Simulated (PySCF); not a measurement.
# Electron correlation in P(2+) (phosphorus, charge +2)

[Ne] 3s2 3p1, 2P determinant. Computed with PySCF 2.14 in Sapporo-DZP-2012 (5s4p2d, 27 functions), with the spin-free X2C one-electron Hamiltonian (Gaussian nucleus). Frozen: [Ne]; 3 electrons correlated.

MP2 pair energies summed by pair of shells (mhartree):

```csv
pair,energy,share (%)
3s-3s,-21.27,56.9
3s-3p,-16.09,43.1
```

Total MP2 correlation energy: -37.36 mhartree.

Same-spin part -2.33 and opposite-spin part -35.03 mhartree; SCS-MP2 scales them by 1/3 and 6/5 to -42.82 mhartree.

```tsv
level	correlation energy (mhartree)
CCSD	-57.47
(T)	-0.61
CCSD(T)	-58.08
```

Diagnostics: T1 = 0.011, D1 = 0.0266, largest double amplitude 0.110.

Is a single reference adequate?

Mostly. T1 lies below 0.03, but a double amplitude of this size points to a near-degeneracy that CCSD handles and MP2 describes poorly.
